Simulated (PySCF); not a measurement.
# Orbital picture of InGe⁺

TPSSh at R = 3.130 Å; basis In cc-pVDZ-PP with ECP28, Ge cc-pVDZ-PP with ECP10; scalar-relativistic core potentials; PySCF 2.14. State: ³Π (triplet), unpaired electrons σ ↑, π ↑. Only the outer orbitals are listed, counted within each symmetry, core potentials removing the inner ones.

```tsv
spin	orbital	occ.	ε (eV)	on In (%)	main shells (%)
α	7σ	1	-18.32	5	94 Ge s
α	8σ	1	-14.34	88	88 In s
α	9σ	1	-10.27	35	65 Ge p, 27 In p
α	5π	1	-9.94	8	92 Ge p
α	5π	0	-8.85	13	87 Ge p, 12 In p
α	6π	0	-7.00	93	93 In p
α	6π	0	-6.92	87	87 In p, 12 Ge p
β	7σ	1	-16.68	10	89 Ge s
β	8σ	1	-13.78	88	88 In s, 9 Ge s
β	5π	0	-8.26	21	79 Ge p, 20 In p
β	9σ	0	-8.25	43	55 Ge p, 39 In p
β	5π	0	-7.68	41	59 Ge p, 40 In p
```

Question: Which are the highest filled and the lowest empty level, where do they sit, and how wide is the gap?

Answer: Highest filled α 5π at -9.94 eV (in %: 92 Ge p); lowest empty α 5π at -8.85 eV (in %: 87 Ge p, 12 In p); the gap at TPSSh is 1.09 eV. Both belong to one degenerate shell, split only by its one-sided filling, so this is no excitation gap.

```
bond order (Mayer)                                                                                                 : 0.64
⟨S²⟩                                                                                                               : 2.005
charge on In (Mulliken, basis-dependent)                                                                           : 0.67
charge on In (Löwdin, basis-dependent)                                                                             : 0.62
dipole moment (positive dipole points towards Ge; it is taken about the centre of mass and depends on that origin) : -0.58 D
```

Spin–orbit coupling is left out. The state is the lowest determinant that a PBE0 search found; another state may lie lower at other levels.
